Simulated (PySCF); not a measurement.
Ga(F)(SiH3)2, SMILES [SiH3][Ga]([F])[SiH3], B3LYP/def2-SVP optimised geometry.

```
10

Ga    -1.34    -1.60     1.93
F     -0.65    -3.24     1.98
Si    -2.83    -1.22     3.82
H     -3.53     0.10     3.70
H     -2.04    -1.22     5.09
H     -3.86    -2.30     3.89
Si    -0.51    -0.38     0.00
H     -0.99     1.04     0.00
H     -0.98    -1.04    -1.25
H      0.99    -0.38     0.00
```

Density from B3LYP/def2-TZVP (PySCF 2.14.0) at that geometry.

Minimum of the electron density along straight lines between bonded atoms, close to the bond critical point (lines longer than 1.1 times the sum of covalent radii, or with two minima, are not listed):

```tsv
bond	length / Å	ρ at the minimum / e bohr⁻³	∇²ρ there / e bohr⁻⁵	position (fraction from the first atom)
Ga1–F2	1.780	0.123	0.78	0.49
Ga1–Si3	2.437	0.078	-0.08	0.48
Si3–H4	1.494	0.118	0.15	0.49
Si3–H5	1.494	0.118	0.15	0.49
Si3–H6	1.493	0.118	0.14	0.49
Ga1–Si7	2.435	0.078	-0.08	0.48
Si7–H8	1.494	0.118	0.15	0.49
Si7–H9	1.494	0.118	0.14	0.49
Si7–H10	1.494	0.118	0.14	0.49
```
